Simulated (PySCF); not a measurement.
Compound: C8H13N2 (charge +1).
SMILES with atom numbers: `[CH3:1][n+:2]1[cH:3][cH:4][n:5]([CH:6]2[CH2:7][CH2:8][CH2:9]2)[cH:10]1` (hydrogens: H11, H12, H13 on C1; H14 on C3; H15 on C4; H16 on C6; H17, H18 on C7; H19, H20 on C8; H21, H22 on C9; H23 on C10)
Bond orders are those of one Lewis drawing.

Computed by this run: PBE0-D3(BJ)/def2-SVP geometry optimisation, gas phase in PySCF; density fitting, grid level 1; the optimiser is geomeTRIC in internal coordinates, started from a GFN2-xTB structure with every atom displaced at random (about 0.01 Å).

Step 0: E = -11460.0699 eV
```
atom  x, y, z in Å  |  force x, y, z in eV/Å
C1     -3.6885   -0.2906   -0.0201   -1.988   1.412   0.064
N2     -2.3112    0.0317    0.0683    0.973   0.029   0.277
C3     -1.7888    1.2389    0.3951    2.601   0.353   0.128
C4     -0.3805    1.1157    0.3383   -4.261  -1.105  -0.340
N5     -0.1463   -0.1759   -0.0394   -0.109   0.627   0.287
C6      1.1704   -0.7186   -0.2290    0.920   0.257   0.280
C7      2.1036    0.1136   -1.1371   -0.462   0.604   0.632
C8      3.1020    0.3047    0.0173   -1.262  -0.345   0.431
C9      2.1550   -0.5038    0.9620    0.584  -0.609  -1.506
C10    -1.3053   -0.8037   -0.1778    0.126  -0.092  -0.241
H11    -3.9077   -1.2860    0.3232    0.021  -0.734   0.276
H12    -4.0437   -0.1685   -1.0495    0.014  -0.139  -0.210
H13    -4.3025    0.4395    0.5871    0.713  -0.715  -0.369
H14    -2.3843    2.0942    0.6640   -0.315   0.290   0.079
H15     0.3480    1.8244    0.5378    1.629   1.397   0.369
H16     1.0542   -1.7491   -0.5255   -0.080  -0.661  -0.209
H17     1.6388    1.0460   -1.4979    0.044  -0.104  -0.039
H18     2.4738   -0.4277   -1.9838    0.316  -0.489  -0.814
H19     4.0510   -0.1731   -0.1436    0.796  -0.163  -0.065
H20     3.2230    1.3361    0.3329    0.320   0.408   0.039
H21     1.7206    0.0518    1.7662   -0.304   0.442   0.921
H22     2.5917   -1.4513    1.3150   -0.170   0.160   0.190
H23    -1.4107   -1.8157   -0.4985   -0.107  -0.823  -0.179
```

Step 1: E = -11460.3625 eV
```
atom  x, y, z in Å  |  force x, y, z in eV/Å
C1     -3.7366   -0.2990    0.0105    0.356  -0.244   0.044
N2     -2.3146    0.0310    0.0646   -0.153   0.071  -0.030
C3     -1.8015    1.2659    0.3946   -0.014  -0.108  -0.211
C4     -0.4452    1.1726    0.2739    0.363   0.329   0.334
N5     -0.1554   -0.1190   -0.0938   -0.039  -0.089  -0.158
C6      1.1834   -0.6903   -0.2553   -0.076  -0.055   0.073
C7      2.1592    0.1028   -1.1450    0.057  -0.066  -0.200
C8      3.1219    0.2648    0.0478    0.084  -0.078   0.045
C9      2.1272   -0.4946    0.9520   -0.099   0.136   0.094
C10    -1.3016   -0.7862   -0.2310   -0.045  -0.010   0.048
H11    -3.8742   -1.3632    0.2361    0.042  -0.048  -0.127
H12    -4.1563   -0.0576   -0.9747   -0.011   0.035   0.011
H13    -4.2373    0.2596    0.7970   -0.252   0.263   0.137
H14    -2.4438    2.1010    0.6685    0.069  -0.020  -0.003
H15     0.3402    1.9166    0.4688   -0.329  -0.276  -0.108
H16     1.0351   -1.7392   -0.5514    0.004   0.073  -0.010
H17     1.7429    1.0387   -1.5417   -0.022   0.038  -0.012
H18     2.5451   -0.4776   -1.9992   -0.050   0.075   0.103
H19     4.0942   -0.2362   -0.0744   -0.086   0.074  -0.004
H20     3.3068    1.3058    0.3450    0.057   0.003   0.010
H21     1.6791    0.1010    1.7683    0.109  -0.110  -0.120
H22     2.4922   -1.4367    1.3794    0.013  -0.026   0.042
H23    -1.3980   -1.8279   -0.5352    0.022   0.032   0.043
```

Task: Estimate the geometry and energy of step 2. (The exact step hangs on the optimiser's Hessian estimate; all steps are aligned on step 1, rigid shifts and turns removed.)

Result: E = -11460.3749 eV, largest force 0.327 eV/Å
```
atom  x, y, z in Å  |  force x, y, z in eV/Å
C1     -3.7373   -0.3068   -0.0091    0.043   0.064   0.122
N2     -2.3240    0.0399    0.0740    0.215   0.039   0.009
C3     -1.7976    1.2738    0.3787   -0.239   0.184   0.126
C4     -0.4385    1.1738    0.3167   -0.127  -0.054  -0.160
N5     -0.1589   -0.1184   -0.0593    0.070  -0.142   0.170
C6      1.1778   -0.6866   -0.2392   -0.027  -0.015   0.081
C7      2.1364    0.1162   -1.1429    0.011   0.000  -0.045
C8      3.1282    0.2586    0.0313   -0.032  -0.015   0.016
C9      2.1490   -0.5044    0.9502   -0.016   0.010  -0.039
C10    -1.3071   -0.7848   -0.1818    0.069  -0.082  -0.158
H11    -3.8644   -1.3737    0.2120    0.021   0.006  -0.038
H12    -4.1202   -0.0849   -1.0137   -0.044   0.020  -0.007
H13    -4.2933    0.2704    0.7424    0.037  -0.010  -0.078
H14    -2.4335    2.1226    0.6171    0.011   0.020   0.040
H15     0.3373    1.9127    0.5088   -0.055  -0.027  -0.046
H16     1.0229   -1.7297   -0.5453    0.031   0.000  -0.015
H17     1.7132    1.0589   -1.5198   -0.002   0.002   0.017
H18     2.4999   -0.4534   -2.0092   -0.005   0.009   0.003
H19     4.0919   -0.2439   -0.1220   -0.004   0.000  -0.008
H20     3.3319    1.2940    0.3370    0.025  -0.002   0.000
H21     1.7291    0.0822    1.7807    0.009  -0.003  -0.011
H22     2.5204   -1.4524    1.3620   -0.006   0.002   0.013
H23    -1.4005   -1.8317   -0.4637    0.016  -0.007   0.009
```

The energy changes by -0.0124 eV. The first-order estimate −F·Δx gives -0.0396 eV and the mean of the old and new forces, exact on a quadratic surface, -0.0118 eV. The step makes an angle of 80° with the force vector and moves no atom by more than 0.079 Å.

What follows is the cost of the whole optimisation. Hardware: Intel Xeon Platinum 8559C, one thread, on a shared host. Cost: 6.4 min, 0.93 GiB resident at most.
